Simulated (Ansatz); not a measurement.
Cost and result for the atomization energy of C8H20Si, SMILES `CC[Si](CC)(CC)CC` (29 atoms, 28 bonds).

```xyz
29

C    -2.5334   -1.3588   -0.0729
C    -1.6202   -0.5162    0.8123
Si    0.0006   -0.0016    0.0006
C     0.9914   -1.5283   -0.4879
C     1.3540   -2.4479    0.6742
C     0.9791    1.0353    1.2328
C     2.3260    1.5314    0.7156
C    -0.3474    1.0035   -1.5549
C    -1.1490    2.2798   -1.3187
H    -2.8151   -0.8225   -0.9833
H    -3.4588   -1.6358    0.4394
H    -2.0453   -2.2865   -0.3844
H    -1.3830   -1.0597    1.7344
H    -2.1430    0.3912    1.1370
H     0.4181   -2.0813   -1.2412
H     1.9004   -1.1953   -1.0024
H     1.9562   -1.9276    1.4242
H     0.4612   -2.8227    1.1824
H     1.9282   -3.3180    0.3442
H     1.1208    0.4411    2.1432
H     0.3557    1.8849    1.5354
H     2.2081    2.1564   -0.1740
H     2.8571    2.1277    1.4625
H     2.9803    0.6998    0.4397
H    -0.8700    0.3571   -2.2698
H     0.6119    1.2432   -2.0286
H    -0.6317    2.9570   -0.6334
H    -1.3253    2.8305   -2.2468
H    -2.1268    2.0634   -0.8796
```

Total charge 0; spin multiplicity 1. All single points use the PBE0-D4/def2-TZVP geometry. It is one conformer, not always the lowest. Program: Ansatz. All runs use 4 threads of an AMD EPYC 7R13 on a shared host and a share of an NVIDIA H100 80 GB. Times are those of one run each, without the atoms' runs, and a repeat can differ threefold. Electronic energies, without spin–orbit coupling; frozen cores. CCSD(T)/CBS adds CCSD(T) − MP2 in def2-TZVPP to the MP2 limit, and its time is that of the two runs behind it. T1 = 0.009. B3LYP takes the VWN-RPA correlation (the form of Gaussian; ORCA's B3LYP/G). HSE06 is the plane-wave form, built on full-range PBE exchange.

CCSD(T)/CBS is a level of theory with its own doubt, some kJ/mol a heavy atom from the limit and from the frozen cores, so smaller differences don't rank the functionals.

```json
{"level": "BLYP-D4/def2-TZVPP", "functions": "570", "wall time": "1.8 s", "atomization (kJ/mol)": "11262.0", "difference from CCSD(T)/CBS": "-77.2", "per bond": "-2.8"}
{"level": "LDA (SPW92)/def2-TZVPP", "functions": "570", "wall time": "2 s", "atomization (kJ/mol)": "12748.1", "difference from CCSD(T)/CBS": "1408.9", "per bond": "50.3"}
{"level": "PBE0-D4/def2-TZVPP", "functions": "570", "wall time": "2.6 s", "atomization (kJ/mol)": "11403.2", "difference from CCSD(T)/CBS": "64.0", "per bond": "2.3"}
{"level": "PBE-D4/def2-TZVPP (with forces)", "functions": "570", "wall time": "2.6 s", "atomization (kJ/mol)": "11493.3", "difference from CCSD(T)/CBS": "154.1", "per bond": "5.5"}
{"level": "CCSD(T)/def2-SVP", "functions": "230", "wall time": "2.8 s", "atomization (kJ/mol)": "10887.2", "difference from CCSD(T)/CBS": "-452.0", "per bond": "-16.1"}
{"level": "CAM-B3LYP-D4/def2-TZVPP", "functions": "570", "wall time": "2.9 s", "atomization (kJ/mol)": "11392.0", "difference from CCSD(T)/CBS": "52.8", "per bond": "1.9"}
{"level": "r2SCANh-D4/def2-TZVPP", "functions": "570", "wall time": "3.2 s", "atomization (kJ/mol)": "11331.6", "difference from CCSD(T)/CBS": "-7.6", "per bond": "-0.3"}
{"level": "HSE06-D4/def2-TZVPP", "functions": "570", "wall time": "3.2 s", "atomization (kJ/mol)": "11408.5", "difference from CCSD(T)/CBS": "69.3", "per bond": "2.5"}
{"level": "B3LYP-D4/def2-TZVPP (with forces)", "functions": "570", "wall time": "3.4 s", "atomization (kJ/mol)": "11351.0", "difference from CCSD(T)/CBS": "11.8", "per bond": "0.4"}
{"level": "PBE-QIDH/def2-TZVPP", "functions": "570", "wall time": "4.3 s", "atomization (kJ/mol)": "11325.8", "difference from CCSD(T)/CBS": "-13.4", "per bond": "-0.5"}
{"level": "MP2/def2-QZVPP", "functions": "1126", "wall time": "17 s", "atomization (kJ/mol)": "11318.8", "difference from CCSD(T)/CBS": "-20.4", "per bond": "-0.7"}
{"level": "CCSD(T)/def2-TZVPP", "functions": "570", "wall time": "110 s", "atomization (kJ/mol)": "11108.1", "difference from CCSD(T)/CBS": "-231.1", "per bond": "-8.3"}
{"level": "CCSD(T)/CBS(def2)", "functions": "–", "wall time": "2.1 min", "atomization (kJ/mol)": "11339.2", "difference from CCSD(T)/CBS": "0.0", "per bond": "0.0"}
```

The D4 term adds +116.0 kJ/mol with B3LYP and +64.1 kJ/mol with PBE0; it sums over pairs of atoms, weighted by their polarisabilities, and B3LYP, whose exchange is more repulsive, gets the larger term. In def2-TZVPP, CCSD(T) changes the Hartree–Fock value by +2459.3 kJ/mol (the triples alone add +123.2 kJ/mol) and MP2 by +2534.5 kJ/mol; breaking electron pairs costs correlation energy, which Hartree–Fock lacks. From r2SCAN to r2SCAN0 (25 % exact exchange), in def2-TZVPP and without D4, the atomization energy moves by −76.6 kJ/mol: exact exchange takes away binding that semilocal exchange gives to molecules.
